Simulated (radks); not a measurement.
Question: Neutral hafnium: order these configurations by energy. Method: non-relativistic Kohn-Sham, PBE, spin-polarised, spherical densities, point nucleus; computed with a radial shooting solver on a logarithmic mesh with Libxc functionals. Open shells are filled with parallel spins first. [Xe] 4f14 5d1 6s2 6p1; [Xe] 4f14 5d2 6s1 6p1; [Xe] 4f14 5d2 6s2; [Xe] 4f14 5d3 6p1; [Xe] 4f14 5d3 6s1; [Xe] 4f14 5d4.

Answer: From the lowest, in eV above it: [Xe] 4f14 5d3 6s1 0.000; [Xe] 4f14 5d2 6s2 0.270; [Xe] 4f14 5d4 1.486; [Xe] 4f14 5d2 6s1 6p1 2.165; [Xe] 4f14 5d3 6p1 2.852; [Xe] 4f14 5d1 6s2 6p1 3.516.
